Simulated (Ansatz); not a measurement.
`CB(N)P` + H₂ → `CBN` + PH₃ at 500 K and 1 bar (hydrogenolysis of a B–P bond).

Calculated with Ansatz (gas phase, PBE0-D4/def2-TZVP geometries, no zero-point term in ΔE). CCSD(T)/CBS adds triple-zeta CCSD(T) − MP2 to the extrapolated MP2 energy (def2 sets, frozen cores). This one scheme is used for every species. Each species was taken in one conformer, which may not be the lowest.

| species | CCSD(T)/CBS energy (Eh) | H − E (kJ/mol) | S (J/(mol·K)) |
| --- | --- | --- | --- |
| `CB(N)P` | -462.75677 | 270.3 | 389.2 |
| H₂ | -1.17544 | 41.0 | 145.5 |
| `CBN` | -121.21267 | 233.6 | 318.2 |
| PH₃ | -342.72256 | 81.5 | 231.4 |

H − E and S are ideal-gas, rigid-rotor, harmonic terms from PBE0-D4/def2-TZVP, for one conformer and one mirror image of each species. The MP2-based limit puts H₂ 0.8 mEh under its directly extrapolated value; such offsets cancel only in part. 1 Eh = 2625.50 kJ/mol, R = 8.31446 J/(mol·K).

Question: By hand: ΔE, ΔH, ΔS and ΔG.

Answer: ΔE = (-121.21267) + (-342.72256) − (-462.75677) − (-1.17544) = -0.00302 Eh = -7.9 kJ/mol. Δ(H − E) = 233.6 + 81.5 − 270.3 − 41.0 = 3.8, so ΔH = -4.1 kJ/mol. ΔS = 318.2 + 231.4 − 389.2 − 145.5 = 14.9 J/(mol·K). ΔG = -4.1 − 500 × (14.9)/1000 = -11.6 kJ/mol.

Question: By hand: the equilibrium constant, and the temperature at which ΔG would vanish if ΔH and ΔS stayed fixed.

Answer: log₁₀ K = −ΔG/(RT ln 10) = 1.2. ΔH and −TΔS have one sign here, so there is no such temperature. One of them is within its doubt of zero, so this could turn.

TΔS isn't small against ΔH here. A doubt of 5 kJ/mol in ΔE shifts log₁₀ K by 0.5 here. Other conformers and mirror images would add mixing entropy, several J/(mol·K) or more a flexible species. These are equilibria of isolated gas molecules and say nothing of rates. Largest T1 diagnostic: 0.013 (customary marks: 0.02 for closed shells, 0.045 for open ones).
